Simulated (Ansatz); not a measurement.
An input meant for Rb3⁻ (charge -1, singlet).

```yaml
crystal:
  periodic: [true, true, true]
  atoms:
    - {symbol: Rb, position_ang: [3.600767, -2.939872, -0.619902]}
    - {symbol: Rb, position_ang: [-0.008485, -0.010375, 0.000176]}
    - {symbol: Rb, position_ang: [-3.592282, 2.950246, 0.619736]}
basis:
  gaussian: {orbitals: def2-SVP}
total_charge: -1
hamiltonian: {xc: {name: r2SCAN}}
```

```sh
$ ansatz run in.yaml --threads 4 --pin off --events-out ev --progress --plain --max-ram 3916MiB
```

It prints (some lines left out):

```
Error: YAML parse error: error: line 2 column 3: crystal: missing field `lattice` (a structure is typed as `lattice` and `atoms`, a molecule's as `atoms` in Å alone, or read from a run's directory, `checkpoint`)
 --> <input>:2:3
  |
1 | crystal:
2 |   periodic: [true, true, true]
  |   ^ crystal: missing field `lattice` (a structure is typed as `lattice` and `atoms`, a molecule's as `atoms` in Å alone, or read from a run's directory, `checkpoint`)
3 |   atoms:
4 |     - {symbol: Rb, position_ang: [3.600767, -2.939872, -0.619902]}
  |
```

What is wrong with this run?

The species is marked periodic without a cell. The program refused the input.
